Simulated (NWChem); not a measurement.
System: CH$_{3}$BClIO; SMILES B(OC)(I)Cl

Here is an NWChem input.

```
start job
memory heap 200 mb stack 900 mb global 1100 mb
geometry units angstroms
  B     -0.425365    -1.014083     0.056050
  Cl    -0.807556    -1.708374     1.591387
  I      0.400427     0.957654    -0.032867
  O     -0.665779    -1.746754    -1.005168
  C     -0.470213    -1.477861    -2.374421
  H      0.205133    -2.234554    -2.776405
  H     -1.436383    -1.551607    -2.876291
  H     -0.043246    -0.484321    -2.535998
end
basis spherical
  * library def2-svp
end
ecp
  I library def2-ecp
end
dft
  xc pbe0
  iterations 150
end
driver
  maxiter 120
end
task dft optimize
```

No frequency run checked for a minimum. def2 effective core potentials on I; no spin-orbit coupling.

The level has its own optimisation.

Problem. Predict the main results of this run. (PBE0/def2-SVP with def2 effective core potentials on I.) Quantities: r B–Cl (Å); r B–I (Å); r B–O (Å); r C–O (Å); dipole (D).

Solution. 
| Quantity | Result |
|---|---|
| r B–Cl (Å) | 1.754 |
| r B–I (Å) | 2.158 |
| r B–O (Å) | 1.327 |
| r C–O (Å) | 1.407 |
| dipole (D) | 2.51 |
